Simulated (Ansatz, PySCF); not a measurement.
A series of N-Si bond dissociation energy values:

A. N[Si](F)(F)F -> F[Si](F)F + [NH2] (NH2)
B. C[SiH](C)N[SiH3] -> C[SiH]C + [NH][SiH3]
C. N[SiH](N)N -> N[SiH]N + [NH2] (NH2)
D. CN(C)[SiH3] -> [SiH3] (SiH3) + C[N]C

Quantity: bond dissociation energy (enthalpy at 298 K, with B3LYP-D3(BJ) rigid-rotor harmonic-oscillator terms), kJ/mol. Each molecule is optimised on its own at B3LYP-D3(BJ)/def2-TZVP (Ansatz, a quantum-chemistry and plane-wave program), one conformer each, not searched for the lowest. Frequencies are from Ansatz or PySCF. Correlated levels leave the core frozen unless marked. Open shells are spin-unrestricted. Spin-orbit coupling is left out. No relativistic terms. Basis-set limits of correlation are two-point, X^-3; Hartree-Fock from the larger set. [CCSD(T)-MP2]/basis is that difference in the basis named.

```tsv
	HF/cc-pV(D+d)Z (Ansatz)	RI-HF/cc-pV(T+d)Z (Ansatz)	CAM-B3LYP-D3(BJ)/def2-TZVPD (Ansatz + dftd3)	RI-MP2/CBS(cc-pV(T+d)Z,cc-pV(Q+d)Z)+[CCSD(T)-MP2]/cc-pV(T+d)Z (Ansatz)
A	375.5	385.9	487.3	507.1
B	337.7	349.6	462.0	481.4
C	334.8	346.5	453.4	473.4
D	244.0	255.4	361.1	382.5
```
